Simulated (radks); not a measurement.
Valence configurations of Pm I (all share [Xe]). All-electron calculation, scalar-relativistic Kohn-Sham, PBE, spin-polarised, spherical densities, point nucleus; open shells are filled with parallel spins first (spin-orbit coupling, left out, can overturn this in heavy ions). Program: a radial shooting solver on a logarithmic mesh with Libxc functionals. Energies are relative to 4f5 6s2; eigenvalues in eV for spin up.

\begin{tabular}{lrrrrrr}
valence & E (eV) & moment (Bohr magnetons) & e(4f) & e(5d) & e(6p) & e(6s) \\ \hline
4f5 6s2 & 0.000 & 5 & -3.157 & - & - & -3.623 \\
4f4 6s2 6p1 & 5.496 & 5 & -11.740 & - & -2.424 & -5.447 \\
4f3 5d1 6s2 6p1 & 14.550 & 5 & -18.148 & -6.593 & -2.529 & -5.862 \\
4f5.5 6s1.5 & 0.662 & 6 & -0.458 & - & - & -3.302 \\
4f5 6p2 & 4.297 & 7 & -5.379 & - & -2.521 & - \\
4f4 5d0.5 6s2 6p0.5 & 4.240 & 5 & -10.145 & -4.206 & -1.946 & -4.803 \\
4f4 5d1 6s2 & 3.234 & 5 & -8.575 & -3.201 & - & -4.123 \\
4f5 6s1 6p1 & 1.747 & 7 & -4.249 & - & -2.036 & -4.577 \\
4f3 5d2 6s2 & 11.080 & 5 & -14.720 & -4.391 & - & -4.471 \\
\end{tabular}

NIST lists [Xe] 4f5 6s2 as the ground configuration; this level of theory agrees among the configurations tried. The energies are those of spherical high-spin densities, not of single terms. No valid solution was reached for [Xe] 4f6 6s1.
